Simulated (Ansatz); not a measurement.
Consider the redistribution: `C[O][AlH][S][SiH3]` + `[OH][Mo]([F])([F])(=[S])[Cl]` → `[F][AlH][S][SiH3]` + `C[O][Mo]([OH])([F])(=[S])[Cl]`.

Computed with Ansatz on PBE0-D4/def2-TZVP structures; ΔE is electronic, products minus reactants. CCSD(T)/CBS is the MP2 limit (def2-TZVPP, def2-QZVPP) plus CCSD(T) − MP2 in def2-TZVPP, frozen cores. DFT in def2-TZVPP. B3LYP here is the variant with VWN-RPA as its local correlation; programs differ in this. def2 core potentials past Kr. For Mo outer-core shells are correlated without core-valence functions, which leaves a few kJ/mol of doubt a bond. One conformer a species, not always the lowest.

```
          level  ΔE (eV)
         PBE-D4    -0.62
        ωB97M-V    -0.58
            PBE    -0.62
         r2SCAN    -0.62
           PBE0    -0.62
          B3LYP    -0.60
  HF/def2-TZVPP    -0.52
CCSD/def2-TZVPP    -0.69
```

Task: What does CCSD(T)/CBS give? (Estimate.)

Result: The calculation gave: -0.76 eV. The listed levels differ from it by 0.14, 0.18, 0.14, 0.14, 0.14, 0.16, 0.24, 0.07 eV.

Largest T1 diagnostic among the species: 0.025, so the coupled-cluster value is less sure than usual.

In def2-TZVPP, CCSD(T) changes the Hartree–Fock value by −0.22 eV (the triples alone add −0.05 eV) and MP2 by −0.31 eV.
